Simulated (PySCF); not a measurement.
boric acid (BH3O3), SMILES OB(O)O.

Coordinates come from a PBE0-D3(BJ)/def2-SVP optimisation. Other conformers were not sampled.

Two levels are set side by side: PBE/def2-TZVPD (PySCF) and r2SCAN/def2-TZVPD (PySCF). Same geometry, gas phase. Differences are taken from unrounded values.

```tsv
quantity	PBE
orbital gap (eV)	6.31
highest occupied level (eV)	-7.57
lowest empty level (eV)	-1.26
dipole moment (D)	2.81
mean polarisability (bohr³)	30.0
```

### Question
These are the PBE values. What does r2SCAN give? (An estimate is asked for; the answer gives what the named calculation found.)

### Answer

| quantity | r2SCAN | PBE minus r2SCAN |
|---|---|---|
| orbital gap (eV) | 7.34 | -1.04 |
| highest occupied level (eV) | -7.93 | 0.36 |
| lowest empty level (eV) | -0.59 | -0.67 |
| dipole moment (D) | 2.88 | -0.07 |
| mean polarisability (bohr³) | 28.5 | 1.5 |

Rough cost on one machine, each run with all the roots and properties that it gave: r2SCAN against PBE about 4 times.
